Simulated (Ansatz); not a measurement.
Wavefunction ladder for C$_{7}$H$_{12}$O$_{2}$, SMILES `CC(C)(C)C(=O)/C=C\O`

```xyz
21

C     0.278   -1.422   -1.131
C     0.251    0.065   -0.767
C    -0.994    0.724   -1.367
C     1.502    0.748   -1.300
C     0.196    0.198    0.750
O     1.097    0.797    1.355
C    -0.909   -0.375    1.474
C    -0.951   -0.254    2.826
O    -0.040    0.360    3.534
H     0.337   -1.531   -2.217
H     1.148   -1.918   -0.694
H    -0.618   -1.944   -0.790
H    -0.957    0.651   -2.457
H    -1.046    1.783   -1.101
H    -1.915    0.244   -1.030
H     2.406    0.302   -0.882
H     1.513    1.809   -1.047
H     1.538    0.651   -2.388
H    -1.705   -0.900    0.967
H    -1.764   -0.671    3.415
H     0.632    0.683    2.850
```

The species carries charge 0 and has multiplicity 1. All single points use the PBE0-D4/def2-TZVP geometry. It is one conformer, not always the lowest. Frozen core, restricted reference, Ansatz.

```csv
basis,HF (Eh),MP2 corr.,CCSD corr.,(T),CCSD(T) total
def2-SVP,-421.46694,?,?,?,?
def2-TZVPP,-421.94592,?,–,–,–
def2-QZVPP,-421.96479,-1.76420,–,–,–
```

Task: Fill in the withheld values. (Estimate.)

Result: Ansatz gave: def2-SVP MP2 corr.: -1.34194; def2-SVP CCSD corr.: -1.41637; def2-SVP (T): -0.04919; def2-SVP CCSD(T) total: -422.93250; def2-TZVPP MP2 corr.: -1.65266.
